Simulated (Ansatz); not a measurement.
Geometry optimisation, RKS B3LYP-D4/def2-SVP (Ansatz).

The input (input.yaml):

```yaml
crystal:
  periodic: [false, false, false]
  atoms:
    - { symbol: Ti, position_ang: [0.0, 0.0, 0.0] }
    - { symbol: "N", position_ang: [0.0, 0.0, 2.41] }
    - { symbol: H, position_ang: [-0.877, -0.2713, 2.94] }
    - { symbol: H, position_ang: [0.877, 0.2713, 2.94] }
    - { symbol: F, position_ang: [1.7257, 0.0, -0.6094] }
    - { symbol: F, position_ang: [-0.8619, 1.4933, -0.6094] }
    - { symbol: F, position_ang: [-0.8619, -1.4933, -0.6094] }
    - { symbol: S, position_ang: [-2.5622, 0.0082, 0.8514] }
    - { symbol: H, position_ang: [-3.3204, -0.8632, 0.0601] }
    - { symbol: H, position_ang: [-1.3453, 0.0043, 2.1183] }
basis:
  gaussian: { orbitals: def2-SVP }
hamiltonian:
  xc: b3lyp
  dispersion: d4
relax:
  f_tol: 0.15
  max_steps: 25
  restrain:
    - { distance: [0, 7], at: 2.4, k: 30.0 }
    - { distance: [9, 1], at: 1.06, k: 30.0 }
    - { distance: [0, 1], at: 3.26, k: 30.0 }
    - { distance: [9, 7], at: 2.6, k: 30.0 }
output:
  orbitals: {}
```

Command:

```bash
$ ansatz run input.yaml --threads 4 --pin off --max-ram 5120MiB --backend cpu --events-out ev --progress --plain --runs-dir out
```

Q: Where does it end, and by what steps?

A: It converged. The restraints hold the end off the free minimum; the threshold counts their pulls, which the force column leaves out. Restrained pairs: Ti1–S8 (2.70 → 2.38 Å), N2–H10 (1.38 → 1.04 Å), Ti1–N2 (2.41 → 3.25 Å), S8–H10 (1.76 → 2.61 Å). After 17 steps the energy has fallen by 5.344 eV (the restraints' own energy left out); F6 moved furthest, 1.70 Å.

```
step  energy less start (eV)  largest force component (eV/Å)  accepted
   0                  0.0000                           3.047       yes
   1                  0.5175                           5.076       yes
   2                 -0.0865                           5.027       yes
   3                 -1.7556                           4.662       yes
   4                 -2.3958                           8.781       yes
   5                 -3.9535                           2.533       yes
   6                 -4.4762                           1.827       yes
   7                 -4.7926                           1.257       yes
   8                 -4.9670                           0.846       yes
   9                 -5.0369                           0.666       yes
  10                 -5.0725                           0.835       yes
  11                 -5.1299                           0.861       yes
  12                 -5.2360                           0.724       yes
  13                 -5.3054                           0.643       yes
  14                 -5.3314                           0.660       yes
  15                 -5.3409                           0.768       yes
  16                 -5.3371                           0.808        no
  17                 -5.3436                           0.790       yes
```

```xyz
10
Properties=species:S:1:pos:R:3
Ti -0.512 0.159 -0.584
N -0.321 -0.492 2.590
H -0.571 -1.214 3.272
H 0.540 -0.046 2.920
F 0.895 0.922 0.103
F -0.656 0.840 -2.170
F -0.375 -1.561 -0.748
S -2.518 0.790 0.525
H -2.649 -0.486 0.968
H -1.060 0.238 2.615
```

Time of the run: 52 s on 4 threads of Arm Neoverse V2, on a shared host, peak memory 0.35 GiB.
